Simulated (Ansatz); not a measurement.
System: sum formula H7SiN3O, charge 0, multiplicity 1. 
Geometry from a B3LYP-D3(BJ)/def2-TZVP (Ansatz, an electronic-structure program) optimisation:
```xyz
12

Si     0.0009     0.0009     0.0145
O     -0.3708    -1.1735     1.1206
N     -1.1972     1.0941    -0.5258
N      1.1161     0.9444     0.9017
N      0.4259    -0.8496    -1.4234
H     -0.8788    -1.9139     0.7815
H     -1.5326     1.8212     0.0845
H     -1.8876     0.8209    -1.2055
H      1.5448     1.7667     0.5127
H      1.6677     0.5327     1.6355
H      1.0492    -1.6401    -1.3682
H      0.5791    -0.3349    -2.2767
```
Charge 0, spin multiplicity 1.

Property: atomisation energy (electronic, to ground-state atoms), in kcal/mol. Valence correlation only, unless marked. Open shells are spin-unrestricted. Spin-orbit coupling is left out. Non-relativistic. The coupled-cluster limit lacks core correlation, which all-electron functionals hold. CBS marks a two-point X^-3 extrapolation of the correlation energy; Hartree-Fock from the larger set.

```tsv
level	program	atomisation energy (kcal/mol)
SVWN5/def2-TZVPD	Ansatz	(withheld)
B3LYP-D4/def2-TZVPD	Ansatz + dftd4	1064.1
PBE0/def2-QZVPP	Ansatz	1052.4
HSE06-D4/def2-TZVPD	Ansatz + dftd4	1053.6
SCS-MP2/6-31G*	Ansatz	926.7
CCSD(T)/CBS(aug-cc-pV(T+d)Z,aug-cc-pV(Q+d)Z)	Ansatz	(withheld)
```

Question: Some entries are withheld; supply them.

Answer: 
- SVWN5/def2-TZVPD, atomisation energy (kcal/mol): 1218.2
- CCSD(T)/CBS(aug-cc-pV(T+d)Z,aug-cc-pV(Q+d)Z), atomisation energy (kcal/mol): 1066.4
